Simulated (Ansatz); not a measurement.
Energy difference R1 → P1 + P2, each structure at its B3LYP-D3(BJ)/def2-TZVP stationary point, reached from a drawn start (curvature not checked).
R1, CH4O (SMILES CO) (charge 0, multiplicity 1, Z-matrix in Å and degrees):
```
C
H 1 1.0891
H 1 1.0958 2 108.34
H 1 1.0958 2 108.34 3 117.92
O 1 1.4207 2 106.80 3 -121.04
H 5 0.9621 1 108.72 2 180.00
```
P1: CH3O (SMILES C[O]), charge 0, multiplicity 2.
P2: H atom, charge 0, multiplicity 2.

P less R. No zero-point or thermal terms; singlets are restricted closed shells; open shells are unrestricted.

Cores are frozen in the correlated methods. CBS(a, b) extrapolates the correlation energy as X⁻³ and adds the Hartree–Fock energy of set b.

Codes used: Ansatz (Gaussian basis) for Hartree–Fock, density functionals and correlated methods. Each number belongs to the level named beside it.

**Question.** What is the computed reaction energy (MP2/CBS(cc-pVTZ, cc-pVQZ) + ΔCCSD(T)/cc-pVTZ)?

**Answer.** 114.0 kcal/mol

**Question.** What is the computed reaction energy (HF/cc-pVQZ)?

**Answer.** 77.9 kcal/mol

**Question.** What reaction energy does CCSD/cc-pVDZ give?

**Answer.** 103.5 kcal/mol

Ansatz is a quantum-chemistry and plane-wave program.
